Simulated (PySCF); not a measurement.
Compound: C₇H₁₆N₂Si.
Numbering: `[CH3:1][CH:2]([CH3:3])[C:4]1=[N:5][N:6]([SiH3:7])[CH2:8][C@@H:9]1[CH3:10]`

Definitions: NICS(0) = −σiso at the ring centroid; NICS(1) = −σiso and NICS(1)zz = −σzz at ±1 Å along the ring normal z. Level: GIAO PBE/pcSseg-1 (PySCF, non-relativistic, gas phase) on the PBE0-D3(BJ)/def2-SVP geometry, one conformer.

Ring bond lengths (Å): C4–N5 1.281, N5–N6 1.368, N6–C8 1.463, C8–C9 1.536, C9–C4 1.519.

Problem. Give the NICS values of each ring in ppm.

Solution. 
```json
{"ring": "C4–N5–N6–C8–C9", "type": "5-membered ring with 2 N; formal bonds 1 double, 4 single", "NICS(0)": "-3.4", "NICS(1), two faces": "-3.7 / -2.9", "NICS(1)zz, two faces": "-4.2 / -3.1", "rms pucker (Å)": "0.09", "centre to ring atoms, mean (Å)": "1.21"}
```

Problem. What do they say, and how far can they be read as aromaticity?

Solution. 
- C4–N5–N6–C8–C9: mean NICS(1)zz -3.7 ppm, shielded. C8, C9 have four or more neighbours; no verdict on aromaticity is drawn.

Problem. Give the inner angles of the rings.

Solution. 
- C4–N5–N6–C8–C9: C4 112.5°, N5 110.3°, N6 110.3°, C8 102.6°, C9 100.0°; sum 535.7° against 540° for a flat convex ring.

Problem. How do the values depend on the level or the medium?

Solution. 
| level | NICS(0), C4–N5–N6–C8–C9 | mean NICS(1)zz, C4–N5–N6–C8–C9 |
| --- | --- | --- |
| PBE/pcSseg-1, gas | -3.4 | -3.7 |
| PBE0/pcSseg-1, gas | -3.5 | -3.8 |
| PBE0/pcSseg-1, IEF-PCM benzene | -3.5 | -3.7 |
| PBE0/pcSseg-1, IEF-PCM tetrahydrofuran | -3.5 | -3.7 |

The geometry is the same throughout; the continuum's cavity takes Bondi-type radii × 1.2.
